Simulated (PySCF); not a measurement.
# Relaxation of sextet IrOBr₂

Level of theory: UPBE0 in PySCF with Ir def2-SVP with ECP60, O def2-SVP, Br def2-SVP; scalar-relativistic core potentials, no spin–orbit coupling; density-fitted integrals. A (50,194) grid was used.

A hand-made trigonal planar start, of C2v symmetry, held to at least that symmetry:

```xyz
4
charge 0 multiplicity 6, angstrom
Ir   -0.2164   -0.3748    0.0000
O    -1.0764   -1.8644    0.0000
Br    2.1436   -0.3748    0.0000
Br   -1.3964    1.6690    0.0000
```

Optimiser trace:
```csv
step,E − E(last) (kJ/mol),largest gradient (Eh/bohr)
0,31.64,0.07687
1,1.10,0.01100
2,0.23,0.00502
3,0.00,0.00024
4,0.00,0.00022
```

It ends at C2v with Ir–Br 2.442 Å (×2), Ir–O 1.825 Å; Br–Ir–Br 121.4°, Br–Ir–O 119.3° (×2) (after a last refinement on a finer grid). The frequency run here used a shortcut that can spoil soft modes, so no verdict on minimum or saddle point is given. Other isomers or separated fragments may lie lower.

Final geometry:
Coordinates in bohr (charge 0 multiplicity 6):
```
Ir   -0.4095   -0.7093    0.0000
O    -2.1339   -3.6961    0.0000
Br    4.2041   -0.7638    0.0000
Br   -2.7635    3.2589    0.0000
```

With open d or f shells other occupations or spin states may lie lower. At this level a quartet minimum of C2v symmetry lies 188 kJ/mol below this structure. With an element this heavy the missing spin–orbit coupling can shift these numbers.

The relaxation took about 5 core-minutes on a shared host.
